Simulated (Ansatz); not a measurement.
ClH₅N₂OSi₂, SMILES `O[Si]1(Cl)N[SiH2]N1` at its PBE0-D4/def2-TZVP geometry, where that method's forces vanish. Charge 0, multiplicity 1.

```xyz
11

O     2.0111   -0.1760   -1.2627
Si    0.9874    0.2456   -0.0673
Cl    2.1941    1.3379    1.1686
N    -0.5012    0.9831   -0.4945
Si   -1.4346   -0.1867    0.3812
N     0.0704   -0.9901    0.6905
H     1.6258   -0.7070   -1.9632
H    -0.7231    1.8791   -0.8830
H    -2.4077   -0.9597   -0.4358
H    -2.1493    0.3266    1.5798
H     0.3269   -1.7528    1.2865
```

**Question.** What forces (eV/Å) does ωB97M-V/def2-TZVPP give on these atoms in the Gaussian-basis code of Ansatz? (An estimate is asked.)

**Answer.** Ansatz gave: 
```
O1   0.027 -0.053 -0.101
Si2  0.040  0.027  0.025
Cl3  0.024  0.028  0.035
N4  -0.026  0.099 -0.040
Si5 -0.319 -0.061  0.052
N6   0.026 -0.083  0.068
H7   0.032  0.014  0.008
H8   0.003 -0.008 -0.001
H9   0.111  0.092  0.101
H10  0.083 -0.060 -0.140
H11  0.000  0.004 -0.007
```
